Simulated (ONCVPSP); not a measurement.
**rhenium: excitation energies, all-electron against ONCV**

ONCVPSP 4.0.1 input, shortened (lines: element, Z, core and valence counts, functional; n l f; lmax; l rc ep ncon nbas qcut; lloc lpopt rc5 dvloc0; l nproj debl; icmod fcfact rcfact), PBEsol, scalar-relativistic:

```
  Re 75.00   10    4  -116133      upf
    1    0    2.00
    2    0    2.00
    2    1    6.00
    3    0    2.00
    3    1    6.00
    3    2   10.00
    4    0    2.00
    4    1    6.00
    4    2   10.00
    4    3   14.00
    5    0    2.00
    5    1    6.00
    5    2    5.00
    6    0    0.50
    2
    0    1.70    0.00    3    8    5.70
    1    1.80    0.00    4    8    9.10
    2    1.50    0.00    5   10    7.50
    4    3    1.35    3.00
    0    3    4.00
    1    2    3.80
    2    2    3.10
    2    0.50    1.15
```

Energies are relative to the spin-unpolarised reference configuration 5s2 5p6 5d5 6s0.5; without spin polarisation the order of configurations can differ from experiment.

```tsv
valence configuration	charge	ΔE all-electron (eV)	error AE − PS (meV)
5s2 5p6 5d5 6s2	0	-16.550	+0.3
5s2 5p6 5d5 6s1	+1	-7.257	+1.5
5s2 5p6 5d5 6s0	+2	9.087	-3.5
```

Question: What are ΔE and the potential's error for 5s2 5p6 5d5 6s1.5?

Answer: ΔE = -12.748 eV all-electron; the error (AE − PS) is +1.4 meV.

Levels in the configuration 5s2 5p6 5d5 6s1.5:

```csv
level,all-electron (eV),pseudo (eV)
5s,-89.041,-88.969
5p,-50.796,-50.780
5d,-9.069,-9.073
6s,-9.267,-9.262
```
